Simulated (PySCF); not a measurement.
Ti (titanium, neutral): r2SCAN calculation

Configuration: [Ar] 3d4, high-spin 5D determinant (an excited configuration). All numbers are calculated (PySCF 2.14, scalar relativity by spin-free X2C-1e, in aug-cc-pwCVTZ-DK).

| Item | Value |
| --- | --- |
| Total energy | -853.577 hartree |
| One-electron energy | -1172.831 hartree |
| Hartree (Coulomb) energy | 361.796 hartree |
| Exchange-correlation energy | -42.542 hartree |
| ⟨S²⟩ | 6.0006 |
| ⟨L²⟩ | 6.060 |
| Sum of ⟨r⟩ | 20.26 bohr |
| Sum of ⟨r²⟩ | 43.60 bohr² |
| Traceless quadrupole moment −½Σ⟨3z² − r²⟩ along its main axis | -3.12 e·bohr² |
| Langevin diamagnetic susceptibility | -34.5 ×10⁻⁶ cm³/mol |
| Time after the integrals | roughly 12 core-seconds |

| shell | electrons | mean orbital energy (eV) | spread (eV) | rms radius, mean of both spins (bohr) |
| --- | --- | --- | --- | --- |
| 1s β | 1 | -4879.8 | 0 | 0.0805 |
| 1s α | 1 | -4879.7 | 0 | 0.0805 |
| 2s α | 1 | -537.68 | 0 | 0.352 |
| 2s β | 1 | -536.77 | 0 | 0.352 |
| 2p α | 3 | -442.54 | 0.158 | 0.321 |
| 2p β | 3 | -441.84 | 0.335 | 0.321 |
| 3s α | 1 | -60.006 | 0 | 1.10 |
| 3s β | 1 | -57.104 | 0 | 1.10 |
| 3p α | 3 | -35.538 | 0.072 | 1.21 |
| 3p β | 3 | -32.504 | 0.976 | 1.21 |
| 3d α | 4 | -1.283 | 0.956 | 2.81 |

Densities and radii are taken from the X2C orbitals without a picture-change correction, which distorts them close to the nucleus.
